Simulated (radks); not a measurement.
All-electron atom: Mn3+ in [Ne] 3s1.5 3p6 3d4 4f0.5 (fractional occupations, a model configuration).

Method: Dirac Kohn-Sham, PBE, spin-unpolarised, spherical densities, point nucleus; open shells are shared between the two j in proportion to 2j + 1; computed with a radial shooting solver on a logarithmic mesh with Libxc functionals.

Energy parts (eV):
| part | energy |
|---|---|
| total | -31405.058 |
| kinetic | 31809.260 |
| electron-nucleus | -74086.265 |
| Hartree | 12249.184 |
| exchange-correlation | -1377.236 |

Orbitals (lengths in bohr, moments of r in powers of bohr; r(90%) holds 90 % of the orbital's charge):
| orbital | occ. | eigenvalue (eV) | r(90%) |
|---|---|---|---|
| 1s1/2 | 2 | -6475.252 | 0.109 |
| 2s1/2 | 2 | -789.8988 | 0.433 |
| 2p1/2 | 2 | -683.2049 | 0.402 |
| 2p3/2 | 4 | -672.7666 | 0.406 |
| 3s1/2 | 1.5 | -129.2767 | 1.25 |
| 3p1/2 | 2 | -98.4721 | 1.34 |
| 3p3/2 | 4 | -97.1340 | 1.35 |
| 3d3/2 | 1.6 | -48.0785 | 1.65 |
| 3d5/2 | 2.4 | -47.9268 | 1.66 |
| 4f5/2 | 0.214286 | -10.7018 | 6.79 |
| 4f7/2 | 0.285714 | -10.7015 | 6.79 |

The highest occupied level is 4f7/2 at -10.701 eV. Summed over all electrons, <r^2> = 24.39 bohr^2, which gives a Langevin (diamagnetic) susceptibility term of -19.3 x 10^-6 cm^3/mol. The density falls to 0.001 e/bohr^3 at r = 3.09 bohr.
